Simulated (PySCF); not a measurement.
Species: C3H7FOSi.
SMILES with atom numbers: `[F:1][CH2:2]/[CH:3]=[CH:4]/[O:5][SiH3:6]` (hydrogens: H7, H8 on C2; H9 on C3; H10 on C4; H11, H12, H13 on Si6)

Geometry (GFN2-xTB, Å), atoms numbered from 1 in this order:
```xyz
13
C3H7FOSi angstrom
F     -2.5282    1.5947    0.7357
C     -2.2199    0.5350   -0.0961
C     -0.7484    0.2953   -0.1170
C     -0.1883   -0.8151    0.3428
O      1.1162   -1.0967    0.3552
Si     2.4459   -0.2571   -0.0897
H     -2.5974    0.8155   -1.0867
H     -2.7667   -0.3318    0.2873
H     -0.1349    1.0976   -0.4992
H     -0.7875   -1.6277    0.7420
H      2.3939    0.0596   -1.5181
H      3.4516   -1.2507    0.2472
H      2.5592    0.9819    0.6788
```

Theory: PBE0/def2-SVPD in PySCF (dipole) on a GFN2-xTB geometry, gas phase.

Masses are those of the commonest isotopes; rigid-rotor values at the optimised geometry. The values belong to one conformer with, in the numbering `[F:1][CH2:2]/[CH:3]=[CH:4]/[O:5][SiH3:6]`, F1–C2–C3–C4 115°, C3–C4–O5–Si6 3°.

Question: Give the principal moments of inertia and the rotational constants in MHz.

Answer: Ia = 56.57, Ib = 476.52, Ic = 505.95 u·Å²; 505379 MHz·u·Å²/I gives A = 8934, B = 1061, C = 998.9 MHz.

Question: Classify the top.

Answer: A near-prolate asymmetric top. Ray's parameter κ = (2B − A − C)/(A − C) = -0.984; −1 is the prolate and +1 the oblate limit.

Question: What does the inertial defect say?

Answer: Not planar: Δ = Ic − Ia − Ib = -27.13 u·Å². For a rigid frame Δ = −2 Σ m c², so Σ m c² = 13.57 u·Å² lies off the ab plane: 5.61 from hydrogen and 7.95 from heavier atoms. The atom farthest from that plane is 1.46 Å away.

Question: Give the other two planar moments, Paa and Pbb, and the rms extents of the mass along the axes.

Answer: Paa = Σ m a² = (Ib + Ic − Ia)/2 = 462.95 and Pbb = Σ m b² = (Ia + Ic − Ib)/2 = 43.00 u·Å². With the mass M = 106.03 u, the rms extents √(P/M) along a, b and c are 2.09, 0.64, 0.36 Å.

Question: Which types of transition are allowed, and where do some lines up to J = 3 fall?

Answer: The dipole components are |μa| = 1.41 D, |μb| = 0.55 D, |μc| = 1.14 D. Intensities carry the squares of the components, which stand as 1.00 : 0.15 : 0.65 (a : b : c). Some of the stronger lines:

| type | branch | J(Ka,Kc) | MHz | lower level (cm⁻¹) |
| --- | --- | --- | --- | --- |
| a | Q | 3(1,2) ← 3(1,3) | 370 | 0.670 |
| a | R | 3(2,1) ← 2(2,0) | 6180 | 1.261 |
| c | Q | 1(1,1) ← 1(0,1) | 7873 | 0.069 |
| b | R | 1(1,1) ← 0(0,0) | 9933 | 0.000 |
| c | R | 1(1,0) ← 0(0,0) | 9994 | 0.000 |
| c | R | 2(1,1) ← 1(0,1) | 12115 | 0.069 |
| b | Q | 3(2,1) ← 3(1,2) | 23529 | 0.682 |
| b | Q | 3(2,2) ← 3(1,3) | 23898 | 0.670 |
| b | R | 2(2,0) ← 1(1,1) | 27862 | 0.331 |
| c | R | 3(2,1) ← 2(1,1) | 29800 | 0.473 |
| c | R | 3(3,1) ← 2(2,1) | 45699 | 1.261 |

No frequency check. Constants of a rigid frame at the computed geometry: no zero-point averaging, no centrifugal distortion. A rigid rotor knows nothing of internal rotation, which can split or shift real lines.

On one thread of an Arm Neoverse V1, no GPU, shared host with 32 logical CPUs at a one-minute load of 26, this took 25 s and 0.75 GiB of memory at its peak. This is the PBE0/def2-SVPD job that gave the dipole, with the excitations it also computed.
